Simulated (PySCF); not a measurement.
Species: C5H12O3Si.
Bonds: C1–C2, C2–O3, O3–Si4, Si4–O5, O5–C6, C6–C7, C7–C8, C8–O9, Si4–O9. Hydrogens: H10, H11, H12 on C1; H13, H14 on C2; H15 on Si4; H16, H17 on C6; H18, H19 on C7; H20, H21 on C8.

NICS = −σ at a ghost point: NICS(0) at the centroid of the ring atoms, NICS(1) 1 Å to either side along the normal of their mean plane, zz for the tensor component along that normal. Level: GIAO PBE0/pcSseg-1 (PySCF, non-relativistic, gas phase) on the GFN2-xTB geometry, one conformer.

Ring bond lengths (Å), with Mayer bond orders in brackets: Si4–O5 1.634 (0.97), O5–C6 1.403 (0.89), C6–C7 1.524 (1.03), C7–C8 1.525 (1.03), C8–O9 1.399 (0.89), O9–Si4 1.622 (1.00).

**Question.** Give the NICS values of each ring in ppm.

**Answer.** 
```csv
ring,type,NICS(0),"NICS(1), two faces","NICS(1)zz, two faces",rms pucker (Å),"centre to ring atoms, mean (Å)"
Si4–O5–C6–C7–C8–O9,6-membered ring with 2 O and Si; formal bonds all single,-1.8,-0.6 / -1.6,2.0 / 4.1,0.20,1.48
```

**Question.** What do they say, and how far can they be read as aromaticity?

**Answer.** 
- Si4–O5–C6–C7–C8–O9: mean NICS(1)zz 3.0 ppm, deshielded. Si4, C6, C7, C8 have four or more neighbours, so the value isn't read as a sign of a π ring current.

**Question.** What are the shieldings of the ring atoms and their hydrogens in the same run (means over atoms taken as equivalent)?

**Answer.** 
| atoms | environment | σ isotropic (ppm) |
| --- | --- | --- |
| Si4 | oxygen-bound silicon | 407.7 |
| O5 (×2) | silyl ether oxygen | 278.4 |
| C6 (×2) | sp3 carbon bound to oxygen | 120.0 |
| C7 | ring CH2 carbon | 150.8 |
| H15 | Si–H hydrogen | 27.16 |
| H16 (×2) | methylene hydrogen | 27.37 |
| H17 (×2) | methylene hydrogen | 27.50 |
| H18 | methylene hydrogen | 29.48 |
| H19 | methylene hydrogen | 30.49 |
